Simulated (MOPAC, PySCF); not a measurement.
H4AlGeN, SMILES `[Ge]([NH2])[AlH2]` (lower singlet), neutral singlet in the gas phase. This singlet lies 0.80 eV below the relaxed triplet at the level frozen-core CCSD(T)/cc-pVTZ // PBE0-D3(BJ)/def2-TZVP (Ansatz).

Cartesian coordinates (Å):
```xyz
7

N     -1.5127    -0.2238    -0.2418
Ge    -0.9148     1.4136     0.3018
Al     1.4750     0.3825     0.2831
H     -2.4925    -0.4015    -0.4073
H     -0.9426    -1.0406    -0.4123
H      2.8891     1.0328     0.6454
H      1.4985    -1.1629    -0.1688
```
Charge 0, spin multiplicity 1.

All levels are single points at this geometry (PBE0-D3(BJ)/def2-TZVP); Pople sets use spherical d functions. Orbital energies aren't observables, and empty levels follow the basis.

PBE-D3(BJ)/def2-TZVP in PySCF gives dipole (D) = 1.63.

**Question.** Estimate the dipole (D) from each of these levels: PBE0-D3(BJ)/def2-TZVP in PySCF; B3LYP/3-21G in PySCF; B3LYP/LANL2DZ in PySCF; BP86/6-31G* in PySCF; PBE/6-31G* in PySCF; HF/3-21G in PySCF; HF/6-31G* in PySCF; AM1 in MOPAC.

**Answer.** 
```tsv
level	dipole (D)
PBE0-D3(BJ)/def2-TZVP in PySCF	1.43
B3LYP/3-21G in PySCF	2.21
B3LYP/LANL2DZ in PySCF	1.51
BP86/6-31G* in PySCF	2.00
PBE/6-31G* in PySCF	2.00
HF/3-21G in PySCF	1.54
HF/6-31G* in PySCF	1.23
AM1 in MOPAC	1.81
```
